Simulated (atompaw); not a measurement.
# Plane-wave convergence, PAW (atompaw) potential for magnesium (Mg)

| Quantity | Value |
| --- | --- |
| Element | Mg (Z = 12) |
| Generator | atompaw 4.2.0.5 |
| Type | PAW |
| Functional | LDA (PW92) |
| Relativity | scalar-relativistic |
| Frozen core | [Ne] |
| Valence charge | 2 |
| Reference configuration | 3s1 3p0 (charge +1) |
| Partial waves | 3s (bound): rc 2.30 bohr; 3s channel at 0.85 Ry: rc 2.05 bohr; 3p (bound, empty): rc 2.30 bohr; 3p channel at 0.05 Ry: rc 2.30 bohr; 3d channel at 0.5 Ry: rc 2.30 bohr; 3d channel at 2.9 Ry: rc 2.30 bohr |
| Local potential | vpsmatchnc scheme with l = 3 at 1 Ry, radius 2.20 bohr |
| Core correction | smooth core density matched at 1.40 bohr |
| Augmentation charge | besselshape compensation charge, radius 2.30 bohr; PAW radius 2.30 bohr; waves and projectors: custom rrkj gramschmidtortho |

The pseudo-atom Hamiltonian at the reference potential is diagonalised in spherical Bessel functions j_l(qr) that vanish at 20 bohr, with q² up to the cutoff. All-electron valence levels (Ry): 3s -0.8468, 3p -0.5262.

**Question.** How do the lowest levels (Ry) of each channel move with the cutoff, and are there ghosts?

**Answer.**

| cutoff (Ry) | s #1 | p #1 | p #2 | d #1 | f #1 | Σ f·Δε (mRy) |
| --- | --- | --- | --- | --- | --- | --- |
| 8 | -0.8468 | -0.5262 | -0.1588 | -0.2070 | -0.0547 | 0.1 |
| 10 | -0.8468 | -0.5262 | -0.1588 | -0.2075 | -0.0547 | 0.1 |
| 400 | -0.8468 | -0.5262 | -0.1588 | -0.2079 | -0.0547 | 0.0 |

Result: no extra level below or beside the all-electron valence levels (s, p, d, f tested); 10 mRy is reached at 6 Ry and 1 mRy at 6 Ry.
